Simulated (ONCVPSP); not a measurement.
Pseudopotential generation for manganese (Mn): ONCV, PBEsol, scalar-relativistic.

The input file (ONCVPSP 4.0.1):

```
# ATOM AND REFERENCE CONFIGURATION
# atsym  z   nc   nv     iexc    psfile
  Mn 25.00    3    5  -116133      upf
#
#   n    l    f
    1    0    2.00
    2    0    2.00
    2    1    6.00
    3    0    2.00
    3    1    6.00
    3    2    5.00
    4    0    1.50
    4    1    0.50
#
# PSEUDOPOTENTIAL AND OPTIMIZATION
# lmax
    2
#
#   l,   rc,      ep,       ncon, nbas, qcut
    0    1.15    0.00    4    7    8.40
    1    1.40    0.00    3    7    9.10
    2    1.55    0.00    4    8    8.20
#
# LOCAL POTENTIAL
# lloc, lpopt,  rc(5),   dvloc0
    4    5    0.90    1.00
#
# VANDERBILT-KLEINMAN-BYLANDER PROJECTORs
# l, nproj, debl
    0    2    3.00
    1    2    2.80
    2    2    1.30
#
# MODEL CORE CHARGE
# icmod, fcfact, rcfact
    2    0.55    1.10
#
# LOG DERIVATIVE ANALYSIS
# epsh1, epsh2, depsh
   -5.00    5.00    0.04
#
# OUTPUT GRID
# rlmax, drl
    6.00    0.01
#
# TEST CONFIGURATIONS
# ncnf
    4
# nvcnf
#   n    l    f
    5
    3    0    2.00
    3    1    6.00
    3    2    5.00
    4    0    2.00
    4    1    0.00
#
    5
    3    0    2.00
    3    1    6.00
    3    2    5.00
    4    0    1.00
    4    1    0.00
#
    5
    3    0    2.00
    3    1    6.00
    3    2    5.00
    4    0    0.00
    4    1    0.00
#
    5
    3    0    2.00
    3    1    5.00
    3    2    5.00
    4    0    2.00
    4    1    0.00
#
```

Command:

```bash
oncvpsp.x < Mn.dat > Mn.out
```

The program printed (shortened: citation, most of the input echo, consistency checks and plot data are left out):

```
ONCVPSP  (Optimized Norm-Conservinng Vanderbilt PSeudopotential)
scalar-relativistic version 4.0.1

#   n    l    f        energy (Ha)
    1    0    2.00    -2.3605840E+02
    2    0    2.00    -2.7338048E+01
    2    1    6.00    -2.3172667E+01
    3    0    2.00    -3.1782625E+00
    3    1    6.00    -2.0331661E+00
    3    2    5.00    -2.7939173E-01
    4    0    1.50    -2.0746467E-01
    4    1    0.50    -6.4627280E-02

Reference configufation results
  iterations    32
  all-electron total energy (Ha)   -1.15709438D+03

Begin loop to  construct optimized pseudo wave functions
and semi-local pseudopoentials for all angular momenta

Calculating optimized projector #   1

 for l=   0

    Fraction of norm inside rc  0.839348
    Optimizing pswf for qcut=   8.40 a_B^-1,  ecut=  35.31 Ha
    Residual kinetic energy error=  4.47D-04 Ha

    Energy error per electron        Cutoff
         Ha          eV             Ha
         0.01000     0.27211       25.05
         0.00100     0.02721       32.60
         0.00010     0.00272       79.38
         0.00001     0.00027      100.84

Calculating optimized projector #   2

 for l=   0

    Fraction of norm inside rc  0.031474
    Optimizing pswf for qcut=   8.40 a_B^-1,  ecut=  35.31 Ha
    Residual kinetic energy error=  1.06D-04 Ha

    Energy error per electron        Cutoff
         Ha          eV             Ha
         0.01000     0.27211       15.61
         0.00100     0.02721       27.62
         0.00010     0.00272       35.56
         0.00001     0.00027       67.91

Calculating optimized projector #   1

 for l=   1

    Fraction of norm inside rc  0.901405
    Optimizing pswf for qcut=   9.09 a_B^-1,  ecut=  41.34 Ha
    Residual kinetic energy error=  8.61D-07 Ha

    Energy error per electron        Cutoff
         Ha          eV             Ha
         0.01000     0.27211       22.39
         0.00100     0.02721       28.32
         0.00010     0.00272       33.38
         0.00001     0.00027       37.40

Calculating optimized projector #   2

 for l=   1

    Fraction of norm inside rc  0.017621
    Optimizing pswf for qcut=   9.09 a_B^-1,  ecut=  41.34 Ha
    Residual kinetic energy error=  6.80D-08 Ha

    Energy error per electron        Cutoff
         Ha          eV             Ha
         0.01000     0.27211       13.33
         0.00100     0.02721       20.88
         0.00010     0.00272       27.41
         0.00001     0.00027       32.84

   Wellstate for l =  2  n =  4
     eigenvalue =   1.0206
     asymptotic potential =   1.5206
     half-point radius =  2.8473

Calculating optimized projector #   1

 for l=   2

    Fraction of norm inside rc  0.758363
    Optimizing pswf for qcut=   8.19 a_B^-1,  ecut=  33.51 Ha
    Residual kinetic energy error=  6.76D-04 Ha

    Energy error per electron        Cutoff
         Ha          eV             Ha
         0.01000     0.27211       27.45
         0.00100     0.02721       32.91
         0.00010     0.00272       88.90
         0.00001     0.00027      110.42

Calculating optimized projector #   2

 for l=   2

    Fraction of norm inside rc  0.157117
    Optimizing pswf for qcut=   8.19 a_B^-1,  ecut=  33.51 Ha
    Residual kinetic energy error=  1.38D-03 Ha

    Energy error per electron        Cutoff
         Ha          eV             Ha
         0.01000     0.27211       28.38
         0.00100     0.02721       34.80
         0.00010     0.00272       76.25
         0.00001     0.00027      120.61

Construct Vanderbilt / Kleinmman-Bylander projectors

B matrix Hermiticity error, ll=   0
   1   2    2.7142E-04

  Orthonormal projector coefficients  1.5941E+01  2.6591E+00

B matrix Hermiticity error, ll=   1
   1   2    1.0520E-04

  Orthonormal projector coefficients  5.2144E+00  7.3924E-01

B matrix Hermiticity error, ll=   2
   1   2    1.3970E-04

  Orthonormal projector coefficients -5.2085E+00 -2.6920E+00

Model core correction analysis
  based on d2Exc/dn_idn_j

d2excae - all-electron derivatives

   -4.188722D-02   -3.883694D-02   -2.776142D-02   -2.127901D-03
   -8.809924D-04
   -3.883721D-02   -3.713888D-02   -2.749452D-02   -2.625088D-03
   -9.976744D-04
   -2.776191D-02   -2.749479D-02   -2.533921D-02   -8.166923D-03
   -3.599360D-03
   -2.127797D-03   -2.624842D-03   -8.164562D-03   -3.219609D-02
   -2.523957D-02
   -8.810056D-04   -9.976520D-04   -3.597480D-03   -2.523058D-02
   -3.122166D-02

d2excps - pseudofunction derivatives with no core correction

   -4.607506D-02   -4.157386D-02   -2.876196D-02   -2.573659D-03
   -1.033495D-03
   -4.157456D-02   -3.959428D-02   -2.909905D-02   -2.892847D-03
   -1.117384D-03
   -2.876227D-02   -2.909925D-02   -2.706259D-02   -8.030551D-03
   -3.575000D-03
   -2.573652D-03   -2.892621D-03   -8.028184D-03   -3.222690D-02
   -2.524919D-02
   -1.033538D-03   -1.117370D-03   -3.573120D-03   -2.524019D-02
   -3.122589D-02

rms 2nd derivative error    1.404665E-03

amplitude prefactor, scale prefactor
   13.6378    1.1442

d2excps - pseudofunction derivatives with core correction

   -3.991826D-02   -3.832529D-02   -2.825590D-02   -2.099771D-03
   -9.053235D-04
   -3.832538D-02   -3.731197D-02   -2.870391D-02   -2.645705D-03
   -1.027805D-03
   -2.825616D-02   -2.870407D-02   -2.709033D-02   -7.985641D-03
   -3.556796D-03
   -2.099658D-03   -2.645464D-03   -7.983275D-03   -3.219085D-02
   -2.523962D-02
   -9.053328D-04   -1.027785D-03   -3.554916D-03   -2.523062D-02
   -3.122244D-02

rms 2nd derivative error    6.628902E-04

Pseudoatom total energy -102.358705

Diagnostic tests using Vanderbilt-Kleinman-Bylander pseudopotentials
  1 or more projectors used as specified by nproj input data

   l    rcore       rmatch      e in        delta e   norm test  slope test

   0   1.1564548   1.1915673  -3.1782625  -0.0000098   1.0001596   1.0001706
   0   1.1564548   1.1915673  -0.2074647   0.0000068   1.0000752   1.0000663

   1   1.4004385   1.4429588  -2.0331661  -0.0000038   1.0001263   1.0001345
   1   1.4004385   1.4429588  -0.0646273   0.0000033   1.0000755   1.0000531

   2   1.5503498   1.5974218  -0.2793917  -0.0000031   1.0000852   1.0000910
   2   1.5503498   1.5974218   1.0206083   0.0000086   1.0001998   1.0001998

 Testing for bound ghosts
   n   l    E NL Schr. Eq   E Basis Diag.   E Cutoff

   1   0       -3.178272       -3.178222    141.29
   2   0       -0.207458        0.095377    141.29

   2   1       -2.033170       -2.033141    113.97
   3   1       -0.064624        0.173093    113.97

   3   2       -0.279395       -0.276626    143.37

 Testing for highly-localized positive-energy ghosts
       l    <radius>/rc     E Basis Diag.   E Cutoff

Test configuration 0

   n   l     f        eae           eps        diff
   1   0  2.0000 -236.05839834
   2   0  2.0000  -27.33804846
   2   1  6.0000  -23.17266721
   3   0  2.0000   -3.17826248   -3.17827232   -9.84D-06
   3   1  6.0000   -2.03316607   -2.03316983   -3.77D-06
   3   2  5.0000   -0.27939173   -0.27939486   -3.13D-06
   4   0  1.5000   -0.20746467   -0.20745787    6.80D-06
   4   1  0.5000   -0.06462728   -0.06462402    3.26D-06

    Total energies and differences
      AE_ref= -1.15709438D+03  AE_tst= -1.15709438D+03  dif=  0.00D+00
      PS_ref= -1.02358705D+02  PS_tst= -1.02358705D+02  dif=  2.84D-14
      PSP excitation error= -2.84D-14

Test configuration 1

   n   l     f        eae           eps        diff
   1   0  2.0000 -236.02738122
   2   0  2.0000  -27.30869210
   2   1  6.0000  -23.14321383
   3   0  2.0000   -3.14736793   -3.14722374    1.44D-04
   3   1  6.0000   -2.00219575   -2.00212093    7.48D-05
   3   2  5.0000   -0.24968332   -0.24954379    1.40D-04
   4   0  2.0000   -0.18833920   -0.18835727   -1.81D-05

    Total energies and differences
      AE_ref= -1.15709438D+03  AE_tst= -1.15716478D+03  dif= -7.04D-02
      PS_ref= -1.02358705D+02  PS_tst= -1.02429110D+02  dif= -7.04D-02
      PSP excitation error=  8.90D-06

Test configuration 2

   n   l     f        eae           eps        diff
   1   0  2.0000 -236.33228963
   2   0  2.0000  -27.60675663
   2   1  6.0000  -23.44185977
   3   0  2.0000   -3.44982443   -3.45023526   -4.11D-04
   3   1  6.0000   -2.30512070   -2.30534805   -2.27D-04
   3   2  5.0000   -0.54883277   -0.54919280   -3.60D-04
   4   0  1.0000   -0.43651714   -0.43642739    8.98D-05

    Total energies and differences
      AE_ref= -1.15709438D+03  AE_tst= -1.15685488D+03  dif=  2.40D-01
      PS_ref= -1.02358705D+02  PS_tst= -1.02119207D+02  dif=  2.39D-01
      PSP excitation error=  7.93D-06

Test configuration 3

   n   l     f        eae           eps        diff
   1   0  2.0000 -236.68849547
   2   0  2.0000  -27.95261735
   2   1  6.0000  -23.78859054
   3   0  2.0000   -3.80054274   -3.80200679   -1.46D-03
   3   1  6.0000   -2.65597507   -2.65685071   -8.76D-04
   3   2  5.0000   -0.89231028   -0.89351685   -1.21D-03

    Total energies and differences
      AE_ref= -1.15709438D+03  AE_tst= -1.15628482D+03  dif=  8.10D-01
      PS_ref= -1.02358705D+02  PS_tst= -1.01549282D+02  dif=  8.09D-01
      PSP excitation error=  1.42D-04

Test configuration 4

   n   l     f        eae           eps        diff
   1   0  2.0000 -236.75794169
   2   0  2.0000  -27.95435272
   2   1  6.0000  -23.79853467
   3   0  2.0000   -3.72171502   -3.73411948   -1.24D-02
   3   1  5.0000   -2.56803862   -2.57693589   -8.90D-03
   3   2  5.0000   -0.77519753   -0.77364783    1.55D-03
   4   0  2.0000   -0.50399887   -0.50450731   -5.08D-04

    Total energies and differences
      AE_ref= -1.15709438D+03  AE_tst= -1.15489104D+03  dif=  2.20D+00
      PS_ref= -1.02358705D+02  PS_tst= -1.00150468D+02  dif=  2.21D+00
      PSP excitation error= -4.90D-03
```

The run took about 4 s on one core of a shared server CPU.
